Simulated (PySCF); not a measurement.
PySCF input for H₆O₂Si₂Te, SMILES [SiH3]O[Te]O[SiH3], PBE-D3(BJ)/def2-SVP. Coordinates come from a PBE-D3(BJ)/def2-SVP optimisation. The structure was generated by enumeration, and PubChem lists no compound with its InChIKey, so it may never have been made. The def2 effective core potentials stand for the cores of Te; spin–orbit coupling is left out. One conformer was computed; it need not be the lowest.

```python
import numpy as np
from pyscf import gto, scf, dft, df
from pyscf.hessian import thermo

mol = gto.M(
    atom='''
    Te    0.49345568   -0.06396354    0.88663393
    O     0.53746276   -1.51013370   -0.50849008
    Si   -0.80294837   -2.02710452   -1.41419293
    H    -2.08381047   -1.82419420   -0.64741954
    H    -0.58787852   -3.48735475   -1.69336796
    H    -0.88200827   -1.27975660   -2.71626208
    O     0.45753803    1.57238569   -0.29826350
    Si   -1.03205934    2.18859184   -0.83978547
    H    -1.77124884    1.17192999   -1.66931339
    H    -0.69613113    3.38515821   -1.68170597
    H    -1.90851665    2.60148269    0.31283095
    ''',
    basis='def2-SVP',
    ecp={'Te': 'def2-svp'},
    charge=0,
    spin=0,
    max_memory=1600,
    verbose=3,
)
mf = dft.RKS(mol, xc='pbe').density_fit(auxbasis='def2-universal-jkfit')
mf.disp = 'd3bj'
mf.grids.level = 3
mf.conv_tol = 1e-11
mf.max_cycle = 100
mf.kernel()

# [left out here: the lines that compute and print the analytic Hessian (its translational invariance restored by hand, since the grid's response is missing), thermochemistry and intensities]
```

Program output:

```
converged SCF energy = -1000.31605727788

WARN: DFTD3 does not support analytical Hessian, using finite difference


WARN: Mole.unit (angstrom) is changed to Bohr

Mode                                 0                   1                   2
Irrep
Freq [cm^-1]                       42.3217             58.8851             94.6762
Reduced mass [au]                   1.7880              4.2844              1.7063
Force const [Dyne/A]                0.0019              0.0088              0.0090
Char temp [K]                      60.8915             84.7226            136.2180
Normal mode                   x     y     z       x     y     z       x     y     z
       0  Te                 0.01 -0.00  0.01   -0.02 -0.00 -0.02    0.00 -0.01  0.01
       1   O                -0.01  0.06 -0.06    0.03  0.04 -0.07    0.01  0.08 -0.08
       2  Si                -0.04  0.01  0.01    0.01 -0.10  0.05   -0.02  0.02 -0.00
       3   H                -0.03  0.19 -0.03    0.06 -0.25  0.17    0.02 -0.10  0.10
       4   H                -0.14 -0.04  0.20    0.15 -0.07  0.02    0.06  0.04 -0.06
       5   H                 0.03 -0.16 -0.10   -0.19 -0.09  0.06   -0.16  0.05  0.03
       6   O                -0.01  0.05  0.09    0.01  0.05  0.05    0.01  0.03  0.06
       7  Si                -0.00 -0.04 -0.05    0.03  0.07  0.02    0.01 -0.05 -0.03
       8   H                 0.26 -0.01 -0.32    0.06  0.09 -0.03   -0.09 -0.24  0.29
       9   H                -0.02  0.12  0.18    0.06  0.09  0.07    0.02 -0.30 -0.38
      10   H                -0.24 -0.33 -0.12   -0.00  0.03  0.01    0.09  0.31 -0.10
Mode                                 3                   4                   5
Irrep
Freq [cm^-1]                      111.7246            134.9367            154.3460
Reduced mass [au]                   1.3163              3.5237              4.8223
Force const [Dyne/A]                0.0097              0.0378              0.0677
Char temp [K]                     160.7468            194.1438            222.0696
Normal mode                   x     y     z       x     y     z       x     y     z
       0  Te                -0.01  0.01 -0.01    0.01 -0.02  0.01    0.03  0.01  0.02
       1   O                -0.03  0.02 -0.01    0.03 -0.01 -0.00   -0.12 -0.02  0.04
       2  Si                 0.01 -0.05 -0.02    0.01  0.01  0.02   -0.02 -0.07 -0.08
       3   H                -0.05  0.32 -0.23    0.01  0.20 -0.03   -0.10 -0.27 -0.16
       4   H                -0.17 -0.15  0.38   -0.12 -0.04  0.15    0.16 -0.03 -0.17
       5   H                 0.28 -0.38 -0.23    0.11 -0.10 -0.05   -0.01  0.01 -0.03
       6   O                 0.04  0.02  0.00   -0.11 -0.02  0.02   -0.03  0.03  0.04
       7  Si                 0.01 -0.01  0.05   -0.03  0.10 -0.06   -0.01  0.02 -0.02
       8   H                -0.07 -0.09  0.22   -0.12  0.12 -0.01    0.01  0.00 -0.02
       9   H                -0.04 -0.11 -0.11    0.12  0.00 -0.13    0.03 -0.00 -0.05
      10   H                 0.11  0.14  0.08   -0.02  0.28 -0.11   -0.05  0.06 -0.06
Mode                                 6                   7                   8
Irrep
Freq [cm^-1]                      202.3843            466.8558            482.4616
Reduced mass [au]                   6.8347              5.6587              5.7005
Force const [Dyne/A]                0.1649              0.7267              0.7818
Char temp [K]                     291.1860            671.7015            694.1548
Normal mode                   x     y     z       x     y     z       x     y     z
       0  Te                 0.00  0.00  0.03   -0.00  0.03  0.02   -0.00  0.02 -0.02
       1   O                -0.02  0.12 -0.08    0.10 -0.12 -0.09   -0.03  0.02  0.02
       2  Si                -0.00 -0.02 -0.02   -0.04 -0.04 -0.05    0.01  0.01  0.01
       3   H                -0.00 -0.05 -0.01    0.05  0.09  0.08   -0.01 -0.01 -0.03
       4   H                 0.07 -0.02  0.06   -0.27 -0.06 -0.12    0.04  0.01  0.01
       5   H                -0.07 -0.10 -0.06   -0.13 -0.01 -0.03    0.03  0.01  0.01
       6   O                -0.01 -0.11 -0.12   -0.01 -0.03  0.02   -0.09 -0.13  0.10
       7  Si                 0.00  0.01 -0.00    0.00 -0.01  0.00    0.04 -0.04  0.03
       8   H                -0.07  0.13 -0.09   -0.01  0.01 -0.00    0.01  0.05 -0.04
       9   H                 0.03  0.08  0.12    0.07 -0.01  0.02    0.32 -0.09  0.08
      10   H                 0.06 -0.08  0.07    0.02  0.01  0.01    0.00  0.07 -0.04
Mode                                 9                  10                  11
Irrep
Freq [cm^-1]                      675.8088            686.9297            690.1703
Reduced mass [au]                   1.1760              1.2047              1.3087
Force const [Dyne/A]                0.3165              0.3349              0.3673
Char temp [K]                     972.3384            988.3390            993.0014
[...]
       7  Si                -0.03 -0.03  0.00   -0.07  0.03 -0.03   -0.04  0.02 -0.01
       8   H                -0.30  0.29 -0.15    0.04 -0.06  0.00   -0.06  0.08 -0.08
       9   H                 0.45 -0.07  0.14   -0.01  0.03  0.00   -0.11 -0.01 -0.08
      10   H                 0.03  0.13 -0.02    0.01  0.02  0.03   -0.06  0.02 -0.03
Mode                                15                  16                  17
Irrep
Freq [cm^-1]                      895.8928            901.1352            907.6823
Reduced mass [au]                   1.0559              1.0663              1.0553
Force const [Dyne/A]                0.4993              0.5102              0.5122
Char temp [K]                    1288.9903           1296.5329           1305.9528
Normal mode                   x     y     z       x     y     z       x     y     z
       0  Te                 0.00 -0.00 -0.00   -0.00  0.00  0.00    0.00 -0.00 -0.00
       1   O                 0.01  0.00  0.01   -0.01 -0.01 -0.02    0.01  0.01  0.01
       2  Si                 0.01  0.03 -0.02   -0.00 -0.01  0.02   -0.01  0.00  0.00
       3   H                -0.01 -0.61  0.13    0.03  0.29 -0.02    0.02 -0.02  0.04
       4   H                -0.46 -0.12  0.36    0.24  0.07 -0.21   -0.01  0.02 -0.12
       5   H                 0.09  0.03 -0.00    0.03 -0.04 -0.01    0.06 -0.11 -0.07
       6   O                 0.00 -0.00  0.00   -0.00  0.00 -0.01    0.00 -0.00  0.00
       7  Si                -0.00  0.01  0.01    0.00  0.02  0.03    0.00  0.03 -0.03
       8   H                -0.02  0.10 -0.10    0.02  0.19 -0.22   -0.30 -0.25  0.56
       9   H                 0.06 -0.20 -0.26    0.11 -0.40 -0.53    0.34  0.04  0.16
      10   H                -0.04 -0.23  0.06   -0.06 -0.43  0.12   -0.25 -0.49 -0.02
Mode                                18                  19                  20
Irrep
Freq [cm^-1]                      917.5304            939.7910            957.0474
Reduced mass [au]                   1.0489              1.1075              1.1112
Force const [Dyne/A]                0.5202              0.5763              0.5997
Char temp [K]                    1320.1220           1352.1501           1376.9782
Normal mode                   x     y     z       x     y     z       x     y     z
       0  Te                 0.00 -0.00 -0.00    0.00 -0.00 -0.00    0.00 -0.00  0.00
       1   O                 0.01  0.01  0.01    0.02  0.03  0.04    0.00  0.00  0.00
       2  Si                 0.02 -0.03 -0.02    0.02  0.01  0.02   -0.03 -0.01 -0.02
       3   H                -0.14  0.24 -0.32   -0.20 -0.06 -0.33    0.17  0.06  0.28
       4   H                -0.02 -0.10  0.41   -0.29  0.02 -0.29    0.24 -0.02  0.25
       5   H                -0.46  0.50  0.31   -0.35 -0.25 -0.12    0.29  0.22  0.09
       6   O                -0.00  0.00 -0.00   -0.02  0.02 -0.02    0.00  0.00 -0.00
       7  Si                 0.00  0.01 -0.00   -0.02  0.01 -0.00   -0.04  0.01 -0.01
       8   H                -0.05 -0.03  0.09    0.33 -0.20 -0.05    0.36 -0.28 -0.00
       9   H                 0.06 -0.03 -0.03    0.28 -0.05  0.03    0.34 -0.03  0.08
      10   H                -0.07 -0.13 -0.00    0.30 -0.02  0.24    0.34 -0.03  0.28
Mode                                21                  22                  23
Irrep
Freq [cm^-1]                     2151.1847           2155.9042           2159.4026
Reduced mass [au]                   1.0281              1.0279              1.0514
Force const [Dyne/A]                2.8032              2.8148              2.8885
Char temp [K]                    3095.0758           3101.8661           3106.8995
Normal mode                   x     y     z       x     y     z       x     y     z
       0  Te                -0.00 -0.00 -0.00   -0.00  0.00 -0.00    0.00 -0.00 -0.00
       1   O                 0.00  0.00  0.00    0.00 -0.00 -0.00    0.00  0.00  0.00
       2  Si                 0.02 -0.00 -0.01    0.02  0.00 -0.01   -0.00 -0.01  0.01
       3   H                -0.65  0.10  0.39   -0.46  0.07  0.27    0.15 -0.03 -0.08
       4   H                 0.02 -0.13 -0.03    0.02 -0.12 -0.03   -0.02  0.09  0.02
       5   H                -0.00  0.11 -0.20    0.00  0.02 -0.03   -0.01  0.09 -0.16
       6   O                -0.00  0.00 -0.00    0.00 -0.00  0.00   -0.00 -0.00 -0.00
       7  Si                -0.01 -0.01 -0.00    0.02  0.00 -0.00    0.00 -0.02 -0.03
       8   H                 0.23  0.32  0.26   -0.24 -0.34 -0.29    0.32  0.44  0.35
       9   H                -0.02 -0.07  0.05    0.03  0.11 -0.08    0.00 -0.01 -0.02
      10   H                 0.17 -0.09 -0.23   -0.36  0.18  0.48   -0.40  0.18  0.52
Mode                                24                  25                  26
Irrep
Freq [cm^-1]                     2171.4963           2180.0162           2186.8548
Reduced mass [au]                   1.0424              1.0474              1.0456
Force const [Dyne/A]                2.8962              2.9329              2.9461
Char temp [K]                    3124.2996           3136.5579           3146.3972
Normal mode                   x     y     z       x     y     z       x     y     z
       0  Te                 0.00 -0.00 -0.00   -0.00  0.00  0.00   -0.00 -0.00  0.00
       1   O                 0.00  0.00  0.00   -0.00 -0.00 -0.00    0.00  0.00  0.00
       2  Si                -0.01 -0.01  0.03    0.01 -0.04 -0.00    0.00 -0.00 -0.00
       3   H                 0.17 -0.03 -0.10   -0.12  0.01  0.08   -0.02  0.00  0.01
       4   H                 0.02 -0.18 -0.02   -0.14  0.91  0.17   -0.02  0.12  0.02
       5   H                -0.05  0.46 -0.79   -0.00  0.08 -0.17    0.00  0.01 -0.02
       6   O                -0.00  0.00 -0.00   -0.00 -0.00  0.00    0.00  0.00 -0.00
       7  Si                 0.00  0.01  0.01   -0.00 -0.00  0.01    0.01  0.03 -0.02
       8   H                -0.10 -0.14 -0.11   -0.05 -0.07 -0.05   -0.05 -0.08 -0.08
       9   H                 0.00  0.01 -0.00    0.03  0.11 -0.07   -0.22 -0.76  0.54
      10   H                 0.04 -0.02 -0.06    0.03 -0.02 -0.04   -0.05  0.04  0.08
temperature 298.1500 [K]
pressure 101325.00 [Pa]
Rotational constants [GHz] 1.75891 1.29628 0.79530
Symmetry number 1
Zero-point energy (ZPE) 0.05630 [Eh]   147813.222 [J/mol]
                           tot       elec      trans        rot        vib
Entropy [J/mol/K]       416.582      0.000    176.116    123.688    116.778
Cv [J/mol/K]            123.559      0.000     12.472     12.472     98.615
Cp [J/mol/K]            131.873      0.000     20.786     12.472     98.615
Internal energy [J/mol]                      3718.434   3718.434 164570.583
Internal energy [Eh]   -1000.25054  -1000.31606
Enthalpy [J/mol]                             6197.391   3718.434 164570.583
Enthalpy [Eh]          -1000.24960
Gibbs free energy [J/mol]                  -46311.594 -33159.133 129753.074
Gibbs free energy [Eh] -1000.29691
mode   freq/cm-1   IR/(km/mol)
   1       42.32         0.434
   2       58.89         1.011
   3       94.68         0.978
   4      111.72         0.195
   5      134.94         0.219
   6      154.35         2.241
   7      202.38         7.038
   8      466.86        28.050
   9      482.46        18.684
  10      675.81        34.514
  11      686.93        52.698
  12      690.17        45.048
  13      696.90        30.292
  14      817.23       370.362
  15      872.88       201.981
  16      895.89        89.457
  17      901.14        71.809
  18      907.68        87.271
  19      917.53        56.407
  20      939.79        64.011
  21      957.05       357.891
  22     2151.18         9.809
  23     2155.90       117.105
  24     2159.40       119.218
  25     2171.50       127.753
  26     2180.02       140.746
  27     2186.85       103.455
max |gradient| / (hartree/bohr): 0.00015086005581322405
APT charges: [ 0.8373 -0.9596  1.291  -0.2441 -0.2598 -0.2594 -0.9283  1.289  -0.2539
 -0.2538 -0.2584]
```

The calculation finished and met its thresholds.

Cost: around 2.6 core-minutes (rough).
